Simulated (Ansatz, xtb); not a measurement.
## Relative energy of two isomers of C5H9NOSi

Structure I is `COC1=C[SiH2]C=C1N`, a singlet and structure II is `CO[Si@@H]1C=CC(N)=C1`, a singlet. Both are isolated molecules in the gas phase, relaxed with B3LYP-D3(BJ)/def2-SVP; the shapes shown needn't be the lowest conformers.

I (Å):

```yaml
atoms:
  - { symbol: C, position_ang: [-1.8136, 3.2710, 0.1045] }
  - { symbol: C, position_ang: [-0.4578, 1.3369, 0.2319] }
  - { symbol: C, position_ang: [-0.5880, 0.9550, -1.0598] }
  - { symbol: C, position_ang: [0.9864, -0.5898, 0.5207] }
  - { symbol: C, position_ang: [0.4050, 0.4862, 1.1258] }
  - { symbol: N, position_ang: [0.4757, 0.8693, 2.4363] }
  - { symbol: O, position_ang: [-0.9915, 2.4088, 0.8628] }
  - { symbol: Si, position_ang: [0.4434, -0.5980, -1.2532] }
  - { symbol: H, position_ang: [-2.1506, 4.0682, 0.7798] }
  - { symbol: H, position_ang: [-2.6899, 2.7323, -0.2961] }
  - { symbol: H, position_ang: [-1.2548, 3.7132, -0.7388] }
  - { symbol: H, position_ang: [-1.1825, 1.5028, -1.7896] }
  - { symbol: H, position_ang: [-0.3575, -1.7899, -1.6736] }
  - { symbol: H, position_ang: [1.5400, -0.4464, -2.2599] }
  - { symbol: H, position_ang: [1.6304, -1.2791, 1.0694] }
  - { symbol: H, position_ang: [0.1486, 1.7971, 2.6721] }
  - { symbol: H, position_ang: [1.1815, 0.4567, 3.0302] }
```

II (Å):

```xyz
17

C    -1.3834   -0.7729    1.8929
C    -0.9901    0.7811   -1.2750
C     0.2771    1.2173   -1.3881
C     0.8041    2.0606   -0.2629
C    -0.0570    2.2862    0.7733
N     2.1032    2.4861   -0.3733
O    -2.1954    0.2779    1.4242
Si   -1.6601    1.4562    0.3654
H    -1.1254   -1.4845    1.0858
H    -0.4372   -0.4021    2.3291
H    -1.9327   -1.3243    2.6728
H    -2.8472    2.3354    0.1996
H    -1.4592    0.1623   -2.0433
H     0.9379    0.9955   -2.2361
H     2.4367    3.1884    0.2748
H     2.5338    2.5002   -1.2891
H     0.2232    2.9016    1.6305
```

Quicker runs give these differences E(II) − E(I): GFN2-xTB −18.8 kcal/mol; HF/STO-3G −6.8 kcal/mol (at GFN2-xTB geometries); r2SCAN-D4/def2-SVP −19.1 kcal/mol (at GFN2-xTB geometries).

Question: Estimate E(II) − E(I) at the level CCSD(T)/def2-SVP + ΔMP2/def2-TZVPP.

Answer: Calculated at CCSD(T)/def2-SVP + ΔMP2/def2-TZVPP: E(II) − E(I) = −28.4 kcal/mol, so structure II lies lower.

Level by level:

```json
{"level": "GFN2-xTB", "geometry": "GFN2-xTB", "E(II) − E(I) (kcal/mol)": "−18.8", "departure from the last row (kcal/mol)": "+9.6", "job, with rough time for the two": "optimisation, 0.47 s"}
{"level": "HF/STO-3G", "geometry": "GFN2-xTB", "E(II) − E(I) (kcal/mol)": "−6.8", "departure from the last row (kcal/mol)": "+21.5", "job, with rough time for the two": "single point, 0.92 s"}
{"level": "r2SCAN-D4/def2-SVP", "geometry": "GFN2-xTB", "E(II) − E(I) (kcal/mol)": "−19.1", "departure from the last row (kcal/mol)": "+9.3", "job, with rough time for the two": "single point, 10 s"}
{"level": "B3LYP-D3(BJ)/def2-SVP", "geometry": "B3LYP-D3(BJ)/def2-SVP", "E(II) − E(I) (kcal/mol)": "−21.9", "departure from the last row (kcal/mol)": "+6.5", "job, with rough time for the two": "optimisation, 2.2 min"}
{"level": "HF/def2-SVP", "geometry": "B3LYP-D3(BJ)/def2-SVP", "E(II) − E(I) (kcal/mol)": "−26.6", "departure from the last row (kcal/mol)": "+1.8", "job, with rough time for the two": "part of the CCSD(T) run"}
{"level": "MP2/def2-SVP", "geometry": "B3LYP-D3(BJ)/def2-SVP", "E(II) − E(I) (kcal/mol)": "−23.5", "departure from the last row (kcal/mol)": "+4.9", "job, with rough time for the two": "part of the CCSD(T) run"}
{"level": "CCSD(T)/def2-SVP", "geometry": "B3LYP-D3(BJ)/def2-SVP", "E(II) − E(I) (kcal/mol)": "−23.1", "departure from the last row (kcal/mol)": "+5.3", "job, with rough time for the two": "single point"}
{"level": "CCSD(T)/def2-SVP + ΔMP2/def2-TZVPP", "geometry": "B3LYP-D3(BJ)/def2-SVP", "E(II) − E(I) (kcal/mol)": "−28.4", "departure from the last row (kcal/mol)": "", "job, with rough time for the two": "single point, 5.6 min"}
```

As drawn, II has 1 O–Si, 1 C–H in place of 1 C–O, 1 Si–H.

None of the levels shown reverses the order. The largest departure from CCSD(T)/def2-SVP + ΔMP2/def2-TZVPP is that of HF/STO-3G, 21.5 kcal/mol. The last row adds to CCSD(T) the change of the MP2 difference between the two basis sets, here −5.3 kcal/mol, a large step that makes the value less sure.

With thermal terms from frequencies at re-optimised GFN2-xTB minima (ideal gas, soft modes damped towards free rotors, one conformer each, 298.15 K, 1 atm): the zero-point term adds +1.5 kcal/mol; ΔH is −26.6 and ΔG −27.7 kcal/mol.

The correlated steps freeze 12 core orbitals. Mirror images aren't counted in ΔG. Run with Ansatz 0.2.0, xtb 6.7.1; the last row on 2 threads of Arm Neoverse V1 on a shared host.
